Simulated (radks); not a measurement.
Question: The mean radii <r> (bohr) of the occupied orbitals of an atom or ion are listed with their occupations. All-electron calculation, scalar-relativistic Kohn-Sham, r2SCAN, spin-polarised, spherical densities, finite nucleus; meta-GGA in the generalised Kohn-Sham scheme; Fermi nuclear charge, rms radius of each element as measured or else 0.836 A^(1/3) + 0.57 fm. Program: a radial shooting solver on a logarithmic mesh with Libxc functionals.

orbital  occ.      <r>
1s up       1  0.08573
1s down     1  0.08571
2s up       1   0.4114
2s down     1   0.4113
2p up       3   0.3744
2p down     3   0.3744
3s up       1    1.256
3s down     1    1.266
3p up       2    1.335
6s up       1    8.671

Name the element and its charge. Open shells, if any, are filled with parallel spins first.

Answer: Z = 18, argon, charge +3: Ar3+ in [Ne] 3s2 3p2 6s1. The 1s radius gives Z: for a bare nucleus <r> = (2 gamma + 1)/(2Z) with gamma = sqrt(1 - (Z/c)^2), 0.08285 bohr for Z = 18, and screening makes it slightly larger (0.08573 here). The occupations add up to 15, and the charge is Z minus that.
